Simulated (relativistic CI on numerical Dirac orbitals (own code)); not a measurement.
# Charge states of zirconium

Method of calculation: Dirac-Coulomb-Breit CI, orbitals from a KLI potential per configuration, model QED (radiative potential, 1s self-energy scaled to tabulated hydrogen-like ionisation energies), valence Slater integrals scaled by 0.9 (own radial code, finite nucleus).

Each species is treated in one configuration, given outside its closed core. Radial values are for the open shell of highest l, unscaled and averaged over j; ζ includes the Breit term. Labels give the leading LS character, summed over repeated terms.

```
  Ion  Configuration  Its lowest level  LS weight (%)  Next level  E (cm⁻¹)  F² (cm⁻¹)  F⁴ (cm⁻¹)  ⟨r⟩ (bohr)  ⟨r²⟩ (bohr²)
   Zr         4d²5s²               ³F2            100         ³F3    502.97      41350      26310       2.339         6.924
  Zr+          4d²5s             ⁴F3/2            100       ⁴F5/2    270.06      45340      29120       2.162         5.694
 Zr2+            4d²               ³F2            100         ³F3    566.56      49720      32280       2.006         4.769
 Zr3+             4d             ²D3/2            100       ²D5/2    1112.7                             1.836          3.93
 Zr4+     3d¹⁰4s²4p⁶               ¹S0            100                                                                      
 Zr5+     3d¹⁰4s²4p⁵            ²P°3/2            100      ²P°1/2     15708                             1.287         1.877
 Zr6+     3d¹⁰4s²4p⁴               ³P2             92         ³P0     12833      83700                  1.255         1.781
 Zr7+     3d¹⁰4s²4p³            ⁴S°3/2             92      ²D°3/2     25221      85770                  1.225         1.695
 Zr8+     3d¹⁰4s²4p²               ³P0             93         ³P1     11131      87720                  1.198         1.619
 Zr9+      3d¹⁰4s²4p            ²P°1/2            100      ²P°3/2     19971                             1.173          1.55
Zr10+        3d¹⁰4s²               ¹S0            100                                                                      
Zr11+         3d¹⁰4s             ²S1/2            100                                                   1.059         1.259
Zr12+           3d¹⁰               ¹S0            100                                                                      
Zr13+            3d⁹             ²D5/2            100       ²D3/2     20036                            0.4304        0.2204
Zr14+            3d⁸                 ?              ?           ?         ?          ?          ?           ?             ?
Zr15+            3d⁷             ⁴F9/2             94       ⁴F7/2     16025     241500     154300      0.4127        0.2013
Zr16+            3d⁶               ⁵D4             94         ⁵D3     11635     247200     158200      0.4046        0.1929
Zr17+            3d⁵             ⁶S5/2             96       ⁴G5/2     80549     252800     162000      0.3969        0.1851
Zr18+            3d⁴               ⁵D0             85         ⁵D1    6403.5     258400     165800      0.3896        0.1779
Zr19+            3d³             ⁴F3/2             93       ⁴F5/2     12087     263900     169600      0.3826        0.1711
Zr20+            3d²               ³F2             93         ³F3     20680     269300     173300      0.3759        0.1648
Zr21+             3d             ²D3/2            100       ²D5/2     28279                            0.3694        0.1589
Zr22+         3s²3p⁶               ¹S0            100                                                                      
Zr23+         3s²3p⁵            ²P°3/2            100      ²P°1/2    148800                            0.3988        0.1833
```

Problem. Fill in the row of Zr14+.

Solution. Its lowest level ³F4; LS weight (%) 99; Next level ³F3; E (cm⁻¹) 17956; F² (cm⁻¹) 235700; F⁴ (cm⁻¹) 150400; ⟨r⟩ (bohr) 0.4213; ⟨r²⟩ (bohr²) 0.2105.

With one configuration, terms of near-neutral atoms and ions can be 10 to 25 % off, and close levels can change places.
